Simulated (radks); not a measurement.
Spherical quantum dot in the effective-mass picture: electrons in a hard-walled sphere of radius 4.86, all in effective atomic units (hartree* = m*/eps^2 hartree, bohr* = eps/m* bohr), one dielectric constant everywhere. Calculated with a radial shooting solver with Libxc functionals: non-relativistic Kohn-Sham, PBEsol, spin-polarised, spherical densities. Levels are named by radial order and angular momentum (1s, 1p, 1d, 2s, ...), and open shells are averaged over m. Results are scaled to m* = 0.086 and eps = 14.5, for which hartree* = 11.13 meV and bohr* = 8.922 nm.

N = 14, configuration 1s2 1p6 1d(up 5, down 1). This is the lowest configuration that the search found. Occupied and some empty levels:

level,occupation,eigenvalue (meV),<r> (nm)
1s up,1,42.333,28.84
1s down,1,42.834,28.58
1p up,3,43.601,30.01
1p down,3,44.135,29.88
1d up,5,45.781,31.03
1d down,1,46.338,30.96
1f up,0,48.748,31.89
1f down,0,49.321,31.84
2s up,0,50.873,19.74
2s down,0,51.069,19.68
2p up,0,54.855,22.87
2p down,0,55.147,22.79

Energy (meV): total 342.520, kinetic 94.825, external 0, Hartree 295.51, exchange-correlation -47.819.

Electron density:

r (nm),n(r) (e/nm^3)
1.23,3.716e-06
4.47,4.642e-06
7.71,6.984e-06
10.9,0.00001141
14.2,0.00001878
17.4,0.00002988
20.7,0.00004471
23.9,0.00006147
27.1,0.00007549
30.4,0.00007942
33.6,0.00006680
36.8,0.00003918
40.1,0.00001107
43.3,1.137e-08
